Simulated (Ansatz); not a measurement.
dimethyl telluride (C$_{2}$H$_{6}$Te), singlet, geometry from GFN2-xTB (all electrons, no relativity); HF/STO-3G in Ansatz (a quantum-chemistry and plane-wave program).

The Ansatz input:
Ansatz 0.2 input:
```yaml
crystal:
  periodic: [false, false, false]
  atoms:
    - {symbol: C, position_ang: [1.51403960, -0.61814695, 0.97361016]}
    - {symbol: Te, position_ang: [0.01637111, 0.19648656, -0.35400888]}
    - {symbol: C, position_ang: [-1.60205503, -0.43829160, 0.92933228]}
    - {symbol: H, position_ang: [1.38011691, -1.68745138, 1.07645886]}
    - {symbol: H, position_ang: [2.48866467, -0.41855255, 0.54994310]}
    - {symbol: H, position_ang: [1.44343271, -0.14926988, 1.94678120]}
    - {symbol: H, position_ang: [-1.59498997, -1.51573359, 1.03418433]}
    - {symbol: H, position_ang: [-2.53486000, -0.12860379, 0.47856174]}
    - {symbol: H, position_ang: [-1.50556944, 0.02094119, 1.90487761]}
basis:
  gaussian:
    orbitals: STO-3G
hamiltonian:
  xc: hf
```

Problem. Predict the main parts of the log of this Ansatz run.

Solution. 
```
Functional definition: HF
509 factors; integrals over basis functions are off by at most 5.6e-5 eV
mean field evaluation 1: about -180286.1720 eV, gradient 1.5e1 eV
mean field evaluation 2: about -180286.2337 eV, gradient 1.5e1 eV
mean field evaluation 4: about -180287.3561 eV, gradient 1.0e0 eV
mean field evaluation 8: about -180287.3630 eV, gradient 6.6e-6 eV
mean field -180287.36300207 eV, -6625.4383871623 hartree, gradient 2.0e-5 eV, S^2 0.000000; 0 other end points of the search recorded, 0 dependent functions left out
reference -180287.36300207 eV, -6625.4383871623 hartree; 35, 35 occupied and 8, 8 virtual orbitals, 509 factors
Total energy: -180287.36300207 eV, -6625.4383871623 hartree
```
